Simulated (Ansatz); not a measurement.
Match the barriers

Saddle point of BNH5Br, singlet (BH₂Br ([BH2][Br]) + NH₃ → BNH₄ ([BH2][NH2]) + HBr; bonds formed: Br2–H5; dative contacts that become bonds: B1–N6; bonds broken: B1–Br2, H5–N6), PBE0-D4/def2-TZVP structure:

```
8
angstrom
B -0.6365 -0.5808 0.1210
Br -0.1950 1.0144 -2.0954
H -1.6921 -0.1384 0.4369
H -0.4844 -1.6365 -0.4007
H 0.5087 0.7428 -0.5948
N 0.5728 0.1371 0.5806
H 1.4459 -0.3681 0.6414
H 0.4805 0.8294 1.3111
```

Program: Ansatz 0.2.0. Basis: def2-TZVPP, with def2-QZVPP for the basis limit. Cores are frozen in the correlated methods. Filled d shells of the heavier atoms are correlated. The def2 sets are not built for correlating such inner shells, so the correlated values are less sure here. Extrapolation: Hartree–Fock as exp(−7.88 √X), correlation as X^−2.97. Four methods, as single points on the PBE0-D4 structures, gave these electronic barriers from the start structure: 24.63, 27.59, 30.40, 32.67 kcal/mol.

The methods were, in alphabetical order, BHLYP-D4, BLYP-D4, HF, r2SCAN-D4. Which gave which? (A judgement: the text doesn't fix the answer.)

Computed: BLYP-D4 24.63; r2SCAN-D4 27.59; BHLYP-D4 30.40; HF 32.67 kcal/mol. For comparison, CCSD(T) at an estimated basis limit (MP2 extrapolated from triple and quadruple zeta, plus CCSD(T) − MP2 in triple zeta) gives 31.31 kcal/mol.

T1 diagnostic: at most 0.010.

The step is the kind of exchange with an N–H group that builds nitride films in atomic layer and chemical vapour deposition.

Labels in which every atom is bracketed show which atoms are joined, not bond orders.

For scale, one of the runs: CCSD(T)/def2-TZVPP, 180 basis functions, launched by `ansatz run in.yaml --threads 4 --pin off --events-out ev --progress --plain --max-ram 9574MiB`. Time: 68 s of wall clock on 4 CPU threads of an AMD EPYC; the host was shared. Peak host memory: 1.8 GiB.
